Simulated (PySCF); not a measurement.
## Correlation energy of Tc²⁺ (technetium, charge +2)

[Kr] 4d4 5s1, high-spin 6D determinant (an excited configuration). Calculation: PySCF 2.14, in def2-QZVPPD with the def2 core potential (28 electrons) (7s5p4d4f2g, 88 functions); scalar relativity through the core potential. Frozen: nothing; 13 electrons correlated.

```
  level  correlation energy (mhartree)
   CCSD                        -385.44
    (T)                          -9.81
CCSD(T)                        -395.25
```

Diagnostics: T1 = 0.0060, D1 = 0.0274, largest double amplitude 0.024.

Cost of the coupled-cluster step: about 60 core-seconds, for 13 correlated electrons.

The basis has no tight functions for the innermost shells, so their pair energies are far from complete.

This basis was not built for core-valence correlation, so the inner-shell part is incomplete.
